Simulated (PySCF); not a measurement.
## A survey of 19F NMR shifts

One conformer, one averaged value for each set of equivalent atoms, relativity neglected, gas phase. Geometry: GFN2-xTB; σ from GIAO-PBE0/pcSseg-1; PySCF 2.14.

Shieldings were converted by a linear fit to measured shifts: 19F: δ = 146.13 − 0.903σ +14.6 on sp3 carbon (rms 6.0 ppm, 223 shifts, 7.0 ppm with the 5 outliers that the fit left out vs CFCl3, solution or neat liquid). A few per cent of atoms miss by over 2 rms, more outside the fitted compound classes.

**Question.** Give the 19F shifts of `N#C[C@@]1(F)[SiH2][C@H]1F`, `O=[P@@H](C[SiH3])C(F)=C(F)F`.

**Answer.** 
```
                                                     compound                    environment  δ (ppm)
              [N:1]#[C:2][C@@:3]1([F:4])[SiH2:5][C@H:6]1[F:7]  F4: fluorine on an sp3 carbon   -206.8
              [N:1]#[C:2][C@@:3]1([F:4])[SiH2:5][C@H:6]1[F:7]  F7: fluorine on an sp3 carbon   -225.7
[O:1]=[P@@H:2]([CH2:3][SiH3:4])[C:5]([F:6])=[C:7]([F:8])[F:9]           F9: vinylic fluorine    -84.3
[O:1]=[P@@H:2]([CH2:3][SiH3:4])[C:5]([F:6])=[C:7]([F:8])[F:9]           F8: vinylic fluorine   -113.1
[O:1]=[P@@H:2]([CH2:3][SiH3:4])[C:5]([F:6])=[C:7]([F:8])[F:9]           F6: vinylic fluorine   -196.5
```

**Question.** Match the shifts 16.4, -209.8, -225.0 ppm to `C=C/C=C(/OC)C(=O)F`, `CCC(C)(C)CCF`, `CC(=O)O[C@@H]1[C@H]2[C@@H](F)[C@@H]12`.

**Answer.** 16.4: C=C/C=C(/OC)C(=O)F (fluorine bonded to C); -209.8: CC(=O)O[C@@H]1[C@H]2[C@@H](F)[C@@H]12 (fluorine on an sp3 carbon); -225.0: CCC(C)(C)CCF (fluorine on an sp3 carbon).
